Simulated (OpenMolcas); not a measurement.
**Al+: from CASSCF to CASPT2**

```json
{
 "Program": "OpenMolcas 26.06",
 "Basis": "ANO-L-VTZP [5s4p2d1f]",
 "Scalar Hamiltonian": "non-relativistic, point nucleus",
 "Active space": "2 electrons in 4 orbitals (3s 3p)",
 "State averaging": "2S+1 = 3 even, 3 roots; 2S+1 = 1 even, 7 roots; 2S+1 = 3 odd, 3 roots; 2S+1 = 1 odd, 3 roots",
 "Spin-orbit coupling": "state interaction with AMFI integrals over the reference wave functions, term energies averaged over their components"
}
```

Methods on the same reference wave functions:
A. CASSCF
B. SS-CASPT2, IPEA 0.25 Eh, imaginary shift 0.1 Eh (closed shells correlated: 2s 2p)
C. MS-CASPT2, IPEA 0.25 Eh, imaginary shift 0.1 Eh (closed shells correlated: 2s 2p)
D. XMS-CASPT2, IPEA 0.25 Eh, imaginary shift 0.1 Eh (closed shells correlated: 2s 2p)

Energies in eV above 3s2 1S0, the measured ground level; measured values from NIST Handbook of Basic Atomic Spectroscopic Data.

```json
{"Level": "3s2 1S0", "A": "0.0000", "B": "0.0000", "C": "0.0000", "D": "0.0000", "Measured": "0.0000"}
{"Level": "3s 3p 3P* 0", "A": "4.4391", "B": "4.488", "C": "4.497", "D": "4.556", "Measured": "4.6361"}
{"Level": "3s 3p 3P* 1", "A": "4.4452", "B": "4.494", "C": "4.503", "D": "4.562", "Measured": "4.6437"}
{"Level": "3s 3p 3P* 2", "A": "4.4573", "B": "4.507", "C": "4.515", "D": "4.574", "Measured": "4.6591"}
{"Level": "3s 3p 1P* 1", "A": "8.2364", "B": "7.644", "C": "7.652", "D": "7.648", "Measured": "7.4207"}
{"Level": "3p2 3P0", "A": "11.4787", "B": "11.518", "C": "11.527", "D": "11.577", "Measured": "11.6650"}
{"Level": "3p2 3P1", "A": "11.4846", "B": "11.524", "C": "11.533", "D": "11.583", "Measured": "11.6728"}
{"Level": "3p2 3P2", "A": "11.4961", "B": "11.534", "C": "11.543", "D": "11.595", "Measured": "11.6878"}
{"Level": "3p2 1D2", "A": "12.5528", "B": "11.585", "C": "11.593", "D": "10.897", "Measured": "10.5983"}
{"Level": "3p2 1S0", "A": "14.9805", "B": "13.870", "C": "13.887", "D": "13.737", "Measured": "13.8413"}
```

Deviations, from unrounded energies. A percentage is the sum of absolute deviations over the sum of measured energies, with the sign that they share, or ± where signs differ.

```csv
Against measurement,Levels,A,B,C,D
mean absolute deviation (cm-1),9,4500,1900,1900,1000
other configurations (%),9,±6.3,±2.6,±2.6,±1.4
```

D lies closest to measurement on these levels and A furthest from it. The largest miss of D in the table is 3p2 1D2, by +2400 cm-1. The ranking rests on the paired levels alone, and a cruder setting can come out closer through cancelling errors.

Among B to D the level of the table that moves most is 3p2 1D2, by 5600 cm-1 (lowest in D, highest in C). Moves below CASPT2's spread within the term are not significant.

The mean deviations of B to D differ by less than CASPT2's widest spread within a term (1300 cm-1), so their order carries little weight.

The lowest spin-free term lies below A's lowest term by 0.014 hartree in B, 0.015 hartree in C, 0.017 hartree in D.

Term energies are means over components that CASPT2 splits; among the terms shown or strongly mixed into the levels shown the widest spread is 1300 cm-1 (3p2 1D, D). Over all roots computed the reference weight is 0.92 to 0.99 in B, 0.92 to 0.99 in C, 0.85 to 0.99 in D; the roots of lowest weight are the least certain, and an intruder state may touch them. The ¹D term of p² mixes with s d, which this space lacks. Without dynamic correlation excited terms often stand tens of per cent too high (terms of higher spin than the ground term too low), and those without a measured partner can miss by more than the paired ones (holds for A). Computed and measured levels are paired by configuration, term and J; levels that our copy of the source lacks, or whose pairing is in doubt (as where it misses far off the trend of its configuration), stay unpaired and out of the deviations. Levels of configurations outside the active space are missing.

* marks odd parity.
